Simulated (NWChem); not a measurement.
System: C₃H₃BF₂; SMILES FB1CC=C1F

Output (shortened):

```
             Northwest Computational Chemistry Package (NWChem) 7.3.0
             --------------------------------------------------------

 C1  symmetry detected

                             Geometry "geometry" -> ""
                             -------------------------

 Output coordinates in angstroms (scale by  1.889725989 to convert to a.u.)

  No.       Tag          Charge          X              Y              Z
 ---- ---------------- ---------- -------------- -------------- --------------
    1 F                    9.0000    -1.16413438     1.70034312     0.00617823
    2 B                    5.0000    -0.22226030     0.78411968    -0.00841959
    3 C                    6.0000     1.37745938     0.81814548    -0.00809720
    4 C                    6.0000     1.19225412    -0.69835744     0.01260517
    5 C                    6.0000    -0.15788527    -0.76288502    -0.00482848
    6 F                    9.0000    -0.95379280    -1.81381066    -0.00232663
    7 H                    1.0000     1.87689283     1.21165481    -0.90912291
    8 H                    1.0000     1.87585426     1.23935046     0.88100035
    9 H                    1.0000     1.94892964    -1.49181389     0.03747925

 Effective nuclear repulsion energy (a.u.)     201.8087658191

                                 NWChem DFT Module
                                 -----------------

 Summary of "ao basis" -> "ao basis" (spherical)
 ------------------------------------------------------------------------------
       Tag                 Description            Shells   Functions and Types
 ---------------- ------------------------------  ------  ---------------------
 F                          def2-svp                 6       14   3s2p1d
 B                          def2-svp                 6       14   3s2p1d
 C                          def2-svp                 6       14   3s2p1d
 H                          def2-svp                 3        5   2s1p

            General Information
            -------------------
          SCF calculation type: DFT
          Wavefunction type:  closed shell.
          No. of atoms     :     9
          No. of electrons :    44
           Alpha electrons :    22
            Beta electrons :    22
          Charge           :     0
          Spin multiplicity:     1
          Use of symmetry is: off; symmetry adaption is: off
          Maximum number of iterations: 150
          AO basis - number of functions:    99
                     number of shells:    45
          Convergence on energy requested:  1.00D-06
          Convergence on density requested:  1.00D-05
          Convergence on gradient requested:  5.00D-04

              XC Information
              --------------
                          N12 Method XC Functional
                           N12 Exchange Functional  1.000
                         N12 Correlation Potential  1.000

             Grid Information
             ----------------
          Grid used for XC integration:  medium
          Radial quadrature: Mura-Knowles
          Angular quadrature: Lebedev.
          Tag              B.-S. Rad. Rad. Pts. Rad. Cut. Ang. Pts.
          ---              ---------- --------- --------- ---------
          F                   0.50       49          11.0       434
          B                   0.85       49          10.0       434
          C                   0.70       49           9.0       434
          H                   0.35       45          10.0       434
          Grid pruning is: on
          Number of quadrature shells:   429
          Spatial weights used:  Erf1

      Superposition of Atomic Density Guess
      -------------------------------------

 Sum of atomic energies:        -337.46128602

      Non-variational initial energy
      ------------------------------

 Total energy =    -340.469408
 1-e energy   =    -863.803558
 2-e energy   =     321.525384
 HOMO         =      -0.293409
 LUMO         =      -0.021418

     ---------------------------------------------
      Total Density - Mulliken Population Analysis
     ---------------------------------------------

    Atom       Charge   Shell Charges
 -----------   ------   -------------------------------------------------------
    1 F    9     9.33   1.99  1.15  0.71  3.50  1.97  0.00
    2 B    5     4.51   1.99  0.88  0.19  1.12  0.18  0.15
    3 C    6     6.34   1.99  0.97  0.21  2.07  1.07  0.03
    4 C    6     6.19   1.99  0.98  0.39  1.91  0.88  0.04
    5 C    6     5.62   1.99  0.96  0.22  1.72  0.65  0.08
    6 F    9     9.35   1.99  1.14  0.76  3.42  2.03  0.01
    7 H    1     0.88   0.67  0.19  0.03
    8 H    1     0.88   0.67  0.19  0.03
    9 H    1     0.90   0.66  0.22  0.02

   convergence    iter        energy       DeltaE   RMS-Dens  Diis-err
 ---------------- ----- ----------------- --------- --------- ---------
 d= 0,ls=0.0,diis     1   -340.2892411445 -5.42D+02  1.38D-02  8.26D-01
 d= 0,ls=0.0,diis     2   -340.2906195385 -1.38D-03  7.85D-03  8.53D-01
 d= 0,ls=0.0,diis     3   -340.3556843316 -6.51D-02  2.84D-03  2.45D-01
 d= 0,ls=0.0,diis     4   -340.3775609684 -2.19D-02  9.02D-04  6.68D-03
 d= 0,ls=0.0,diis     5   -340.3779314362 -3.70D-04  4.67D-04  3.21D-03
  Resetting Diis
 d= 0,ls=0.0,diis     6   -340.3783122721 -3.81D-04  1.71D-04  2.59D-04
 d= 0,ls=0.0,diis     7   -340.3783483454 -3.61D-05  8.36D-05  1.34D-05
 d= 0,ls=0.0,diis     8   -340.3783413491  7.00D-06  6.33D-05  6.62D-05
 d= 0,ls=0.0,diis     9   -340.3783498338 -8.48D-06  1.04D-05  1.59D-06
 d= 0,ls=0.0,diis    10   -340.3783500454 -2.12D-07  1.55D-06  3.68D-08

         Total DFT energy =     -340.378350045374
      One electron energy =     -868.403043460452
           Coulomb energy =      368.692103222398
    Exchange-Corr. energy =      -42.476175626449
 Nuclear repulsion energy =      201.808765819129

 Numeric. integr. density =       44.000007183237

                       DFT Final Molecular Orbital Analysis
                       ------------------------------------

 Vector   20  Occ=2.000000D+00  E=-2.969035D-01
              MO Center=  5.3D-01, -2.5D-01, -6.0D-04, r^2= 2.9D+00
   Bfn.  Coefficient  Atom+Function         Bfn.  Coefficient  Atom+Function
  ----- ------------  ---------------      ----- ------------  ---------------
    16      0.304657  2 B  s                 95      0.247084  9 H  s
    32     -0.237953  3 C  px                46      0.216794  4 C  px
    74     -0.217509  6 F  px                60     -0.202346  5 C  px
    47     -0.196261  4 C  py                75      0.177690  6 F  py
    33      0.170019  3 C  py                18     -0.169123  2 B  px

 Vector   21  Occ=2.000000D+00  E=-2.650367D-01
              MO Center=  7.3D-02,  2.5D-01, -4.5D-03, r^2= 2.8D+00
   Bfn.  Coefficient  Atom+Function         Bfn.  Coefficient  Atom+Function
  ----- ------------  ---------------      ----- ------------  ---------------
    32      0.318234  3 C  px                59      0.303753  5 C  s
    18      0.239650  2 B  px                61      0.234863  5 C  py
    19      0.231565  2 B  py                75      0.232587  6 F  py
     5     -0.202456  1 F  py                 4     -0.197154  1 F  px
    35      0.195698  3 C  px                31     -0.165438  3 C  s

 Vector   22  Occ=2.000000D+00  E=-2.346751D-01
              MO Center=  5.3D-01, -4.8D-01, -2.6D-03, r^2= 2.7D+00
   Bfn.  Coefficient  Atom+Function         Bfn.  Coefficient  Atom+Function
  ----- ------------  ---------------      ----- ------------  ---------------
    48      0.370031  4 C  pz                62      0.351702  5 C  pz
    76      0.290857  6 F  pz                51      0.250926  4 C  pz
    79     -0.210614  6 F  pz                65      0.188660  5 C  pz
    85      0.180557  7 H  s                 90     -0.178439  8 H  s
    34     -0.159386  3 C  pz                86      0.137441  7 H  s

 Vector   23  Occ=0.000000D+00  E=-7.521556D-02
              MO Center=  3.2D-01, -2.6D-02, -2.1D-03, r^2= 2.7D+00
   Bfn.  Coefficient  Atom+Function         Bfn.  Coefficient  Atom+Function
  ----- ------------  ---------------      ----- ------------  ---------------
    51      0.491248  4 C  pz                20      0.438562  2 B  pz
    48      0.425074  4 C  pz                23     -0.322140  2 B  pz
    65     -0.248784  5 C  pz                62     -0.229492  5 C  pz
     6     -0.202569  1 F  pz                 9      0.165500  1 F  pz
    76     -0.106897  6 F  pz                79      0.097754  6 F  pz

 Vector   24  Occ=0.000000D+00  E= 3.259055D-02
              MO Center=  2.9D-01,  1.6D-01, -3.8D-02, r^2= 3.3D+00
   Bfn.  Coefficient  Atom+Function         Bfn.  Coefficient  Atom+Function
  ----- ------------  ---------------      ----- ------------  ---------------
    86     -0.545194  7 H  s                 91      0.533119  8 H  s
    65      0.527587  5 C  pz                62      0.495655  5 C  pz
    23     -0.429628  2 B  pz                20      0.427283  2 B  pz
    37     -0.335645  3 C  pz                51     -0.245167  4 C  pz
    48     -0.202108  4 C  pz                85     -0.187462  7 H  s

 Vector   25  Occ=0.000000D+00  E= 4.400309D-02
              MO Center=  2.5D-01,  2.9D-01,  6.0D-03, r^2= 5.5D+00
   Bfn.  Coefficient  Atom+Function         Bfn.  Coefficient  Atom+Function
  ----- ------------  ---------------      ----- ------------  ---------------
    17      2.117074  2 B  s                 31     -1.600536  3 C  s
    45      0.943647  4 C  s                 96     -0.756612  9 H  s
    59     -0.747562  5 C  s                 64     -0.554688  5 C  py
    86      0.447217  7 H  s                 91      0.365729  8 H  s
     3     -0.328245  1 F  s                 22     -0.326871  2 B  py

     ---------------------------------------------
      Total Density - Mulliken Population Analysis
     ---------------------------------------------

    Atom       Charge   Shell Charges
 -----------   ------   -------------------------------------------------------
    1 F    9     9.05   1.99  1.14  0.70  3.47  1.75  0.01
    2 B    5     4.96   1.99  0.84  0.15  1.51  0.31  0.17
    3 C    6     6.00   1.98  0.91  0.13  2.15  0.81  0.03
    4 C    6     6.14   1.99  0.94  0.41  2.07  0.70  0.04
    5 C    6     5.76   1.99  0.94  0.13  2.04  0.59  0.08
    6 F    9     9.16   1.99  1.14  0.75  3.45  1.82  0.01
    7 H    1     0.96   0.74  0.19  0.02
    8 H    1     0.96   0.74  0.20  0.02
    9 H    1     1.00   0.75  0.23  0.02

     -------------------------------------------
      Total Density - Lowdin Population Analysis
     -------------------------------------------

    Atom       Charge   Shell Charges
 -----------   ------   -------------------------------------------------------
    1 F    9     8.92   1.97  0.98  0.69  3.29  1.98  0.01
    2 B    5     5.08   1.96  0.52  0.22  1.37  0.59  0.41
    3 C    6     6.09   1.96  0.58  0.30  1.93  1.24  0.07
    4 C    6     5.97   1.97  0.63  0.30  1.87  1.11  0.09
    5 C    6     6.00   1.96  0.62  0.29  1.85  1.08  0.19
    6 F    9     9.04   1.97  1.01  0.72  3.30  2.02  0.01
    7 H    1     0.96   0.64  0.26  0.07
    8 H    1     0.97   0.64  0.26  0.07
    9 H    1     0.98   0.63  0.28  0.07

     Multipole analysis of the density
     ---------------------------------

     L   x y z        total         alpha         beta         nuclear
     -   - - -        -----         -----         ----         -------
     0   0 0 0     -0.000000    -22.000000    -22.000000     44.000000

     1   1 0 0      0.674014      0.337007      0.337007      0.000000
     1   0 1 0     -0.001951     -0.000975     -0.000975     -0.000000
     1   0 0 1      0.000280      0.000140      0.000140      0.000000

     2   2 0 0    -24.042339   -104.036781   -104.036781    184.031224
     2   1 1 0     -0.422456     -2.111113     -2.111113      3.799770
     2   1 0 1      0.027193     -0.007417     -0.007417      0.042027
     2   0 2 0    -26.024867   -145.798636   -145.798636    265.572406
     2   0 1 1     -0.033508      0.048479      0.048479     -0.130467
     2   0 0 2    -23.400676    -14.568446    -14.568446      5.736215
```

Level: N12/def2-SVP. The geometry was optimised at PBE0/def2-SVP.

Q: Write an input that gives this output.

A: Several could match; the one computed here: the input that was run:
```
start job
memory heap 200 mb stack 900 mb global 1100 mb
geometry units angstroms noautoz
  F     -1.099805     1.737190     0.005753
  B     -0.191701     0.787481    -0.008572
  C      1.408202     0.763592    -0.007779
  C      1.168231    -0.745215     0.012862
  C     -0.183354    -0.760840    -0.004969
  F     -1.016773    -1.782274    -0.002706
  H      1.921814     1.138764    -0.908656
  H      1.921252     1.166490     0.881467
  H      1.895689    -1.565535     0.037955
end
basis spherical
  * library def2-svp
end
dft
  xc n12
  iterations 150
  mulliken
end
task dft energy
```
